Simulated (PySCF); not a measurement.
C₂H₂F₃, SMILES FC([CH2])(F)F, multiplicity 2.

The structure is a stationary point at B3LYP-D3(BJ)/def2-SVP. The isomer is the one that the SMILES or the coordinates give; other isomers of the formula were not compared.

Computed with TDA-PBE/def2-SVPD (PySCF 2.14.0).

Vertical excitations. The molecule is in vacuum.

Computed excitation energies, oscillator strengths and character:
```csv
state,energy (eV),λ (nm),f,main pairs
root 1,5.36,231,0.002,β HOMO→LUMO 99 %
root 2,5.59,222,0.002,β HOMO−1→LUMO 99 %
root 3,5.81,214,0.000,β HOMO−2→LUMO 99 %
root 4,6.25,198,0.017,β HOMO−3→LUMO 99 %
root 5,6.58,188,0.023,α HOMO→LUMO 99 %
root 6,6.89,180,0.000,β HOMO−4→LUMO 90 %
root 7,7.22,172,0.006,β HOMO−5→LUMO 99 %
root 8,7.31,170,0.002,β HOMO−6→LUMO 90 %
root 9,7.61,163,0.000,α HOMO→LUMO+1 99 %
root 10,7.76,160,0.000,α HOMO→LUMO+2 97 %
```
Unrestricted roots are not spin-pure.
